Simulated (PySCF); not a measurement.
Sb(Cl)2(Me) (CH3Cl2Sb), SMILES [CH3][Sb]([Cl])[Cl].

Coordinates come from a B3LYP-D3(BJ)/def2-SVP optimisation. A frequency run showed that this geometry is not a minimum. The structure was generated by enumeration; whether it is a known compound was not checked. The def2 effective core potentials stand for the cores of Sb; spin–orbit coupling is left out.

Method: B3LYP-D3(BJ)/def2-SVP (PySCF 2.14.0).

Frequencies are harmonic and unscaled.

Give all harmonic wavenumbers and intensities. (The exact figures need the calculation; the answer reports its results.)


```json
[
 {"mode": "1", "ν (cm⁻¹)": "108i", "IR (km/mol)": "0.0", "moving atoms (share of kinetic energy)": "H 99 %"},
 {"mode": "2", "ν (cm⁻¹)": "115", "IR (km/mol)": "2.0", "moving atoms (share of kinetic energy)": "Cl 84 %, Sb 13 %"},
 {"mode": "3", "ν (cm⁻¹)": "163", "IR (km/mol)": "0.4", "moving atoms (share of kinetic energy)": "C 47 %, Cl 24 %, H 23 %"},
 {"mode": "4", "ν (cm⁻¹)": "173", "IR (km/mol)": "4.6", "moving atoms (share of kinetic energy)": "C 35 %, Cl 27 %, Sb 20 %, H 19 %"},
 {"mode": "5", "ν (cm⁻¹)": "347", "IR (km/mol)": "59.0", "moving atoms (share of kinetic energy)": "Cl 75 %, Sb 24 %"},
 {"mode": "6", "ν (cm⁻¹)": "356", "IR (km/mol)": "29.3", "moving atoms (share of kinetic energy)": "Cl 79 %, Sb 21 %"},
 {"mode": "7", "ν (cm⁻¹)": "502", "IR (km/mol)": "17.4", "moving atoms (share of kinetic energy)": "C 72 %, H 17 %, Sb 11 %"},
 {"mode": "8", "ν (cm⁻¹)": "753", "IR (km/mol)": "5.7", "moving atoms (share of kinetic energy)": "H 85 %, C 15 %"},
 {"mode": "9", "ν (cm⁻¹)": "768", "IR (km/mol)": "9.2", "moving atoms (share of kinetic energy)": "H 84 %, C 15 %"},
 {"mode": "10", "ν (cm⁻¹)": "1203", "IR (km/mol)": "1.8", "moving atoms (share of kinetic energy)": "H 83 %, C 17 %"},
 {"mode": "11", "ν (cm⁻¹)": "1422", "IR (km/mol)": "6.5", "moving atoms (share of kinetic energy)": "H 95 %"},
 {"mode": "12", "ν (cm⁻¹)": "1432", "IR (km/mol)": "6.3", "moving atoms (share of kinetic energy)": "H 95 %"},
 {"mode": "13", "ν (cm⁻¹)": "3044", "IR (km/mol)": "3.1", "moving atoms (share of kinetic energy)": "H 98 %"},
 {"mode": "14", "ν (cm⁻¹)": "3160", "IR (km/mol)": "2.1", "moving atoms (share of kinetic energy)": "H 90 %, C 10 %"},
 {"mode": "15", "ν (cm⁻¹)": "3178", "IR (km/mol)": "0.1", "moving atoms (share of kinetic energy)": "H 90 %, C 10 %"}
]
```
